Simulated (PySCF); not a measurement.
**Electron correlation in Ga⁺ (gallium, charge +1)**

[Ar] 3d10 4s1 4d1, high-spin 3D determinant (an excited configuration). Calculation: PySCF 2.14, in x2c-TZVPPall with one added diffuse shell each of s, p, d type (7s6p5d1f, 57 functions); scalar relativity by spin-free X2C-1e. Frozen: [Ne]; 20 electrons correlated.

MP2 pair energies summed by pair of shells (mhartree):

| pair | energy | share (%) |
| --- | --- | --- |
| 3d-3d | -121.32 | 42.1 |
| 3p-3d | -89.66 | 31.1 |
| 3p-3p | -23.08 | 8.0 |
| 3s-3d | -21.67 | 7.5 |
| 3s-3p | -12.10 | 4.2 |
| 3d-4s | -11.74 | 4.1 |
| 4s-4d | -2.55 | 0.9 |
| 3p-4s | -2.18 | 0.8 |
| 3d-4d | -1.77 | 0.6 |
| 3s-3s | -1.56 | 0.5 |
| 3s-4s | -0.26 | 0.1 |
| 3p-4d | -0.18 | 0.1 |
| 3s-4d | -0.04 | 0.0 |

Total MP2 correlation energy: -288.11 mhartree.

Same-spin part -99.75 and opposite-spin part -188.36 mhartree; SCS-MP2 scales them by 1/3 and 6/5 to -259.28 mhartree.

This basis was not built for core-valence correlation, so the inner-shell part is incomplete.
